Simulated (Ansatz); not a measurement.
Geometry optimisation, Ansatz 0.2.0, RKS BLYP-D4/def2-SVP.

The input (input.yaml):

```yaml
crystal:
  periodic: [false, false, false]
  atoms:
    - { symbol: W, position_ang: [0.0, 0.0, 0.0] }
    - { symbol: O, position_ang: [0.0, 0.0, 1.94] }
    - { symbol: H, position_ang: [-0.9095, -0.2814, 2.2771] }
    - { symbol: Cl, position_ang: [2.39, 0.0, 0.0] }
    - { symbol: Cl, position_ang: [0.0, 2.39, 0.0] }
    - { symbol: H, position_ang: [-1.72, 0.0, 0.0] }
    - { symbol: Cl, position_ang: [0.0, -2.39, 0.0] }
    - { symbol: Cl, position_ang: [0.0, 0.0, -2.39] }
basis:
  gaussian: { orbitals: def2-SVP }
hamiltonian:
  xc: blyp
  dispersion: d4
relax:
  f_tol: 0.02
  max_steps: 40
output:
  orbitals: {}
```

Command:

```bash
$ ansatz run input.yaml --threads 2 --pin off --max-ram 3072MiB --backend cpu --events-out ev --progress --plain --runs-dir out
```

Task: Where does it end, and by what steps?

Result: It converged. The force dipped under the threshold on the way, but the program's further checks kept it going. After 9 steps the energy has fallen by 0.596 eV; Cl4 moved furthest, 0.29 Å.

```json
{"step": "0", "energy less start (eV)": "0.0000", "largest force component (eV/Å)": "2.581", "accepted": "yes"}
{"step": "1", "energy less start (eV)": "-0.5003", "largest force component (eV/Å)": "0.771", "accepted": "yes"}
{"step": "2", "energy less start (eV)": "-0.5604", "largest force component (eV/Å)": "0.555", "accepted": "yes"}
{"step": "3", "energy less start (eV)": "-0.5811", "largest force component (eV/Å)": "0.264", "accepted": "yes"}
{"step": "4", "energy less start (eV)": "-0.5926", "largest force component (eV/Å)": "0.106", "accepted": "yes"}
{"step": "5", "energy less start (eV)": "-0.5940", "largest force component (eV/Å)": "0.121", "accepted": "yes"}
{"step": "6", "energy less start (eV)": "-0.5951", "largest force component (eV/Å)": "0.024", "accepted": "yes"}
{"step": "7", "energy less start (eV)": "-0.5961", "largest force component (eV/Å)": "0.017", "accepted": "yes"}
{"step": "8", "energy less start (eV)": "-0.5961", "largest force component (eV/Å)": "0.026", "accepted": "no"}
{"step": "9", "energy less start (eV)": "-0.5963", "largest force component (eV/Å)": "0.009", "accepted": "yes"}
```

```xyz
8
Properties=species:S:1:pos:R:3
W 0.174 -0.048 -0.054
O -0.067 -0.123 1.828
H -0.905 -0.186 2.329
Cl 2.527 0.117 0.227
Cl -0.078 2.283 -0.098
H -1.543 0.077 0.079
Cl -0.120 -2.357 -0.149
Cl -0.228 -0.044 -2.334
```

Whether the end is a true minimum wasn't checked by a vibrational analysis.

Time of the run: 19 s on 2 threads of AMD EPYC 9R45 96-Core Processor (Zen 5), on a shared host, peak memory 0.21 GiB.
